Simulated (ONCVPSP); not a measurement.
platinum, ONCV: configuration errors across variants

platinum (Pt), optimised norm-conserving Vanderbilt (ONCV), made with ONCVPSP 4.0.1 (LDA (Perdew-Zunger), fully relativistic). Core [Kr] 4d10, reference 4f13 5s2 5p6 5d10 6s1. Waves: 5s+6s: rc 1.55 bohr, ncon 4, nbas 7, qcut 7 1/bohr, 2 projectors; 5p: rc 1.85 bohr, ncon 3, nbas 6, qcut 7.8 1/bohr, 2 projectors, debl 1.2 Ha; 5d: rc 2.30 bohr, ncon 4, nbas 9, qcut 6.9 1/bohr, 2 projectors, debl 2.2 Ha; 4f: rc 0.80 bohr, ncon 3, nbas 8, qcut 19.2 1/bohr, 2 projectors, debl 3.1 Ha. Local part: polynomial inside 0.55 bohr (lpopt 5, dvloc0 0 Ha). Core correction: Teter function, fcfact 5, rcfact 1.7.

Open shells are filled in proportion to 2j + 1.

In the p channel the program set the typed energies aside and used -2.008, 0.250 Ha (j = l + 1/2; the other j can differ).

All-electron excitation energies from the reference (eV): (1) 4f14 5s2 5p6 5d9 6s1 -68.790; (2) 4f14 5s2 5p6 5d9 6s0 -59.232; (3) 4f14 5s2 5p6 5d8 6s0 -38.957; (4) 4f14 5s2 5p6 5d10 6s0 -68.761.

2 further variants failed, have other tests or another functional or relativity, and are left out.

A true bound ghost makes a file unfit for plane-wave use even where its test errors are small: the radial tests pick states by their node count and pass the ghost by.

Errors AE − PS in meV (a dash: test not solved or not reliable):

```csv
change,(1),(2),(3),(4),bound ghosts,GHOST(+) flags above zero
base,-318,-171,-265,-125,"s, p3/2, d5/2, p1/2, d3/2",s
"core correction Teter function, fcfact 5, rcfact 1.12",-264,-122,-213,-77,"s, p3/2, d5/2, p1/2, d3/2",s
p: rc 2.62,-348,-200,-294,-155,"s, p3/2, d5/2, p1/2, d3/2",s
p: nbas 8,-316,-168,-262,-121,"s, p3/2, d5/2, p1/2, d3/2",s
s: qcut 6; p: qcut 6.7; d: qcut 5.9; f: qcut 16.5,-247,-66,-167,-11,"s, p3/2, d5/2, p1/2, d3/2",s
```

Task: Give the same row for: all radii but the core radius scaled by about 1.10 (s 1.70, p 2.02, d 2.52, f 0.88 bohr); local potential polynomial inside 0.60 bohr (lpopt 5, dvloc0 0 Ha).

Result: –, –, –, –; bound ghosts: s, p3/2, d5/2, p1/2; GHOST(+) flags above zero: d3/2.
